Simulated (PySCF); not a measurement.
Compound: C5H10NSi (charge -1).
SMILES: `[SiH-](C#N)C(C)(C)C`

Computed, not measured: PBE0-D3(BJ)/def2-SVP geometry optimisation, gas phase (PySCF).

Take the most abundant isotopes and a rigid rotor. 

Question: What are A, B and C (GHz)?

Answer: Ia = 154.79, Ib = 344.61, Ic = 385.27 u·Å²; 505379 MHz·u·Å²/I gives 3265, 1467 and 1312 MHz, that is A = 3.2650, B = 1.4665, C = 1.3118 GHz.

Question: What kind of rotor is it?

Answer: An asymmetric top. Ray's parameter κ = (2B − A − C)/(A − C) = -0.842; −1 is the prolate and +1 the oblate limit.

Question: What does the inertial defect say?

Answer: Not planar: Δ = Ic − Ia − Ib = -114.14 u·Å². For a rigid frame Δ = −2 Σ m c², so Σ m c² = 57.07 u·Å² lies off the ab plane: 19.74 from hydrogen and 37.33 from heavier atoms. The atom farthest from that plane is 2.18 Å away.

Question: Give the other two planar moments, Paa and Pbb, and the rms extents of the mass along the axes.

Answer: Paa = Σ m a² = (Ib + Ic − Ia)/2 = 287.54 and Pbb = Σ m b² = (Ia + Ic − Ib)/2 = 97.72 u·Å². With the mass M = 112.06 u, the rms extents √(P/M) along a, b and c are 1.60, 0.93, 0.71 Å.

Question: Give the coordinates in the principal-axis frame, origin at the centre of mass.

Answer: The sense of each axis is arbitrary; atoms in the order of the calculation.
```tsv
atom	mass (u)	a (Å)	b (Å)	c (Å)
C1	12.000	-0.813	-1.175	1.152
C2	12.000	-0.990	-0.186	0.003
C3	12.000	-0.976	-0.945	-1.322
C4	12.000	-2.328	0.534	0.161
Si5	27.977	0.413	1.234	-0.061
C6	12.000	1.912	0.030	0.045
N7	14.003	2.836	-0.682	-0.014
H8	1.008	-0.831	-0.659	2.126
H9	1.008	-1.620	-1.940	1.158
H10	1.008	0.151	-1.702	1.079
H11	1.008	-1.122	-0.263	-2.177
H12	1.008	-0.013	-1.462	-1.473
H13	1.008	-1.778	-1.711	-1.359
H14	1.008	-2.369	1.103	1.105
H15	1.008	-2.499	1.249	-0.662
H16	1.008	-3.176	-0.183	0.168
H17	1.008	0.420	1.533	1.455
```

Question: Which lines would a microwave search look for?

Answer: The dipole components (about the centre of mass, as the species is charged) are |μa| = 4.87 D, |μb| = 1.85 D, |μc| = 0.19 D. Intensities carry the squares of the components, which stand as 1.00 : 0.14 : 0.00 (a : b : c). Some lines, for components of 0.1 D or more:

```
type  branch         J(Ka,Kc)    MHz  lower level (cm⁻¹)
   a       Q  2(1,1) ← 2(1,2)    464               0.333
   c       Q  2(1,2) ← 2(0,2)   1653               0.278
   c       Q  1(1,1) ← 1(0,1)   1798               0.093
   b       Q  1(1,0) ← 1(0,1)   1953               0.093
   b       Q  2(1,1) ← 2(0,2)   2118               0.278
   a       R  1(0,1) ← 0(0,0)   2778               0.000
   b       R  2(0,2) ← 1(1,1)   3749               0.153
   b       R  1(1,1) ← 0(0,0)   4577               0.000
   c       R  1(1,0) ← 0(0,0)   4731               0.000
   c       Q  2(2,1) ← 2(1,1)   5395               0.348
   a       R  2(1,2) ← 1(1,1)   5402               0.153
   b       Q  2(2,0) ← 2(1,1)   5405               0.348
   a       R  2(0,2) ← 1(0,1)   5547               0.093
   a       R  2(1,1) ← 1(1,0)   5711               0.158
   b       Q  2(2,1) ← 2(1,2)   5860               0.333
   b       R  2(1,2) ← 1(0,1)   7200               0.093
   c       R  2(1,1) ← 1(0,1)   7665               0.093
   b       R  2(2,1) ← 1(1,0)  11107               0.158
   c       R  2(2,0) ← 1(1,0)  11116               0.158
   c       R  2(2,1) ← 1(1,1)  11261               0.153
   b       R  2(2,0) ← 1(1,1)  11271               0.153
```

Question: Estimate the classical rotational partition function at 50 K, 100 K and 200 K.

Answer: Point group C1, symmetry number σ = 1; q = (√π/σ)·√((kT/h)³/(ABC)), k/h = 20836.6 MHz/K: 23800 at 50 K, 67300 at 100 K, 190000 at 200 K.

Whether it is a minimum is left open (no frequencies). Zero-point vibration and centrifugal distortion are left out. A rigid rotor knows nothing of internal rotation, which can split or shift real lines. Quadrupole hyperfine structure (14N) is left out.

Time: 3.7 min wall, 2.3 min CPU; peak memory 0.62 GiB. Hardware: Intel Xeon at 2.50 GHz, one thread, no GPU (shared host). This is the geometry optimisation.

Conformer computed: `[CH3:1][C:2]([CH3:3])([CH3:4])[SiH-:5][C:6]#[N:7]`: C1–C2–Si5–C6 51°.
